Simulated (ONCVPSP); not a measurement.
**Configuration tests for phosphorus (ONCV)**

```json
{
 "Element": "P (Z = 15)",
 "Generator": "ONCVPSP 4.0.1",
 "Type": "optimised norm-conserving Vanderbilt (ONCV)",
 "Functional": "revPBE",
 "Relativity": "scalar-relativistic",
 "Frozen core": "[Ne]",
 "Valence charge": "5",
 "Reference configuration": "3s2 3p2.5 (charge +0.5)",
 "Partial waves": "3s: rc 1.40 bohr, ncon 3, nbas 8, qcut 5.6 1/bohr, 2 projectors, debl 2.4 Ha; 3p: rc 1.85 bohr, ncon 4, nbas 7, qcut 5.4 1/bohr, 1 projector; d scattering state at 0.32 Ha: rc 1.80 bohr, ncon 4, nbas 8, qcut 4.8 1/bohr, 2 projectors, debl 2.6 Ha",
 "Local potential": "polynomial inside 1.20 bohr (lpopt 5, dvloc0 2 Ha)",
 "Core correction": "polynomial model core, fcfact 0.6"
}
```

Energies are relative to the spin-unpolarised reference configuration 3s2 3p2.5; without spin polarisation the order of configurations can differ from experiment.

| valence configuration | charge | ΔE all-electron (eV) | error AE − PS (meV) |
| --- | --- | --- | --- |
| 3s2 3p3 | 0 | -3.763 | +0.8 |
| 3s2 3p2 | +1 | 5.944 | +0.6 |
| 3s2 3p1 | +2 | 25.069 | +12 |
| 3s1 3p3 | +1 | 15.062 | +1.9 |

Levels in the configuration 3s1 3p3:

| level | all-electron (eV) | pseudo (eV) |
| --- | --- | --- |
| 3s | -23.953 | -23.943 |
| 3p | -14.792 | -14.784 |
